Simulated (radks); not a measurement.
Values are calculated unless marked as measured or tabulated.
Spherical quantum dot in the effective-mass picture: electrons in a well V = -V0 / (1 + exp((r - R)/a)) with V0 = 10.5, R = 3.52, a = 0.17, all in effective atomic units (hartree* = m*/eps^2 hartree, bohr* = eps/m* bohr), one dielectric constant everywhere. Level of theory: non-relativistic Kohn-Sham, LDA (Slater exchange, Perdew-Wang correlation), spin-polarised, spherical densities (a radial shooting solver with Libxc functionals). Levels are named by radial order and angular momentum (1s, 1p, 1d, 2s, ...), and open shells are averaged over m. Results are scaled to m* = 0.23 and eps = 14.1, for which hartree* = 31.48 meV and bohr* = 3.244 nm.

N = 20, configuration 1s2 1p6 1d10 1f(up 2, down 0). This is the lowest configuration that the search found. Occupied and some empty levels:

level,occupation,eigenvalue (meV),<r> (nm)
1s up,1,-92.259,7.620
1s down,1,-91.520,7.596
1p up,3,-85.338,8.019
1p down,3,-84.539,8.007
1d up,5,-73.827,8.349
1d down,5,-72.988,8.343
1f up,2,-58.412,8.627
1f down,0,-57.548,8.625
2s up,0,-51.202,5.458
2s down,0,-50.892,5.461
1g up,0,-39.498,8.868
1g down,0,-38.623,8.868
2p up,0,-30.670,6.406
2p down,0,-30.259,6.403
2d up,0,-6.9797,7.053
2d down,0,-6.4897,7.049

Energy (meV): total -3744.71, kinetic 609.91, external -6365.8, Hartree 2284.7, exchange-correlation -273.55.

Electron density:

r (nm),n(r) (e/nm^3)
0.755,0.0002794
1.60,0.0003745
2.44,0.0005765
3.28,0.0009435
4.12,0.001544
4.96,0.002427
5.80,0.003567
6.64,0.004780
7.48,0.005664
8.32,0.005668
9.16,0.004466
10.0,0.002490
10.8,0.0008575
11.7,0.0001723
12.5,0.00002449
13.4,3.121e-06
14.2,3.999e-07
15.0,5.285e-08
15.9,7.285e-09
16.7,1.042e-09
